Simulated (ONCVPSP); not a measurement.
# lutetium (Lu), ONCV: configuration errors across variants

ONCVPSP 4.0.1 input, shortened (lines: element, Z, core and valence counts, functional; n l f; lmax; l rc ep ncon nbas qcut; lloc lpopt rc5 dvloc0; l nproj debl; icmod fcfact rcfact), PBE, fully relativistic:

```
  Lu 71.00    9    5        4      upf
    1    0    2.00
    2    0    2.00
    2    1    6.00
    3    0    2.00
    3    1    6.00
    3    2   10.00
    4    0    2.00
    4    1    6.00
    4    2   10.00
    4    3   13.50
    5    0    2.00
    5    1    6.00
    5    2    1.50
    6    0    2.00
    3
    0    2.00    0.00    4    9    6.00
    1    1.60    0.00    3    7    8.00
    2    2.05    0.00    4    7    5.40
    3    1.15    0.00    4    9   13.30
    4    5    0.85    0.00
    0    3    4.00
    1    1    1.70
    2    1    2.50
    3    2    3.00
    0    0.00    0.00
```

Open shells are filled in proportion to 2j + 1.

All-electron excitation energies from the reference (eV): (1) 4f14 5s2 5p6 5d1 6s2 -4.644; (2) 4f14 5s2 5p6 5d1 6s1 2.725; (3) 4f14 5s2 5p6 5d1 6s0 16.004; (4) 4f14 5s2 5p6 5d0 6s2 0.615.

1 further variants failed, have other tests or too few solved ones, and are left out.

A true bound ghost makes a file unfit for plane-wave use even where its test errors are small: the radial tests pick states by their node count and pass the ghost by.

Errors AE − PS in meV (a dash: test not solved or not reliable):

```tsv
change	(1)	(2)	(3)	(4)	bound ghosts	GHOST(+) flags above zero
base	+228	+238	+253	+226	s, p3/2, p1/2	none
d: nproj 3	+227	+237	+253	+226	s, p3/2, p1/2	d5/2
s: qcut 4; p: qcut 5.3; d: qcut 3.6; f: qcut 8.8	+74	+94	+124	+53	s, p3/2, p1/2	none
d: rc 2.04	+228	+238	+253	+226	s, p3/2, p1/2	none
local potential polynomial inside 0.85 bohr (lpopt 5, dvloc0 1.5 Ha)	–	–	–	–	s, p3/2, p1/2	none
s: qcut 7.5	+25	+38	+55	+8.5	s, p3/2, p1/2	none
s: rc 1.94	+30	+45	+65	+12	s, p3/2, p1/2	none
local potential polynomial inside 1.00 bohr (lpopt 5, dvloc0 0 Ha)	+47	+62	+82	+26	none	s
```

Give the same row for: p: nbas 6.

+227, +237, +253, +226; bound ghosts: s, p3/2, p1/2; GHOST(+) flags above zero: none.
